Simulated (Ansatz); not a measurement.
A nudged elastic band was laid between two geometries of ClGaH3N + H4Si (11 atoms, charge 0, multiplicity 1).

Theory: Ansatz, RKS PBE-D4/def2-mTZVP.

* movable images: 4
* climbing image: no
* spring: 5.0 eV/Å²
* optimiser: quadratic models (default)
* start path: through a guess of the saddle point
* force threshold: 0.03 eV/Å
* iteration limit: 60
* end points: relaxed

Initial state:

```xyz
11
Properties=species:S:1:pos:R:3
Ga 0.021 -0.448 -0.063
Cl 0.112 -1.502 1.843
N 1.633 -0.377 -0.913
H 2.497 -0.606 -0.428
H 1.797 0.187 -1.744
H -1.353 -0.027 -0.670
Si 0.095 3.133 1.251
H 0.812 3.570 2.486
H 0.838 3.582 0.034
H -1.296 3.678 1.232
H 0.024 1.633 1.237
```

Final state:

```xyz
11
Properties=species:S:1:pos:R:3
Ga -0.034 0.565 -0.316
Cl 0.517 -0.465 2.685
N 1.451 0.059 -1.272
H 1.560 -0.861 -1.695
H 2.335 0.562 -1.243
H -1.281 -0.392 -0.402
Si 0.079 2.764 0.678
H -0.222 2.693 2.159
H 1.445 3.379 0.566
H -0.908 3.741 0.108
H 0.237 0.777 2.997
```

(1) Which bonds break or form, and what moves?

(2) What energy profile does the band end with?

(3) What is the geometry of the highest image?

Results:

(1) Bonds broken: Ga1–Cl2, Si7–H11. Bonds formed: Ga1–Si7, Cl2–H11. ClGaH3N + H4Si becomes ClH + GaH6NSi.

(2) The forces met the threshold. The highest image is number 3 of 0 to 5, 103.0 kJ/mol above the first end and 4.3 kJ/mol above the last; the last end lies 98.7 kJ/mol above the first. No image climbed, so the highest image needn't sit at the top of the path. The orbitals stay closed-shell, which can raise the energy where a bond breaks towards radicals; this wasn't checked here.

```
image  path coordinate (Å)  energy (kJ/mol)  Ga1–Cl2 (Å)  Si7–H11 (Å)  Ga1–Si7 (Å)
    0                 0.00              0.0         2.18         1.50         3.82
    1                 1.66             16.7         2.20         1.51         3.35
    2                 3.31            102.4         2.33         1.63         2.89
    3                 4.97            103.0         3.09         2.90         2.42
    4                 6.63             99.7         3.19         3.10         2.42
    5                 8.29             98.7         3.22         3.06         2.42
```

(3) 
```xyz
11
Properties=species:S:1:pos:R:3:forces:R:3
Ga 0.010 0.640 -0.453 0.02 0.04 -0.03
Cl -0.265 -0.385 2.447 0.00 0.02 0.03
N 1.668 -0.061 -0.838 -0.01 -0.03 -0.01
H 1.792 -0.998 -1.219 0.01 0.02 0.01
H 2.537 0.295 -0.446 -0.02 0.00 -0.03
H -1.234 -0.134 -1.027 0.00 -0.02 -0.01
Si 0.042 2.812 0.607 -0.02 -0.01 -0.05
H 1.199 2.924 1.571 0.00 -0.03 0.00
H 0.189 3.939 -0.370 0.01 0.04 0.00
H -1.191 3.073 1.424 -0.01 0.00 -0.02
H 0.433 0.717 2.569 0.01 -0.05 0.10
```

Time of the run: 87 s on 4 threads of Arm Neoverse V2, on a shared host, peak memory 0.19 GiB.
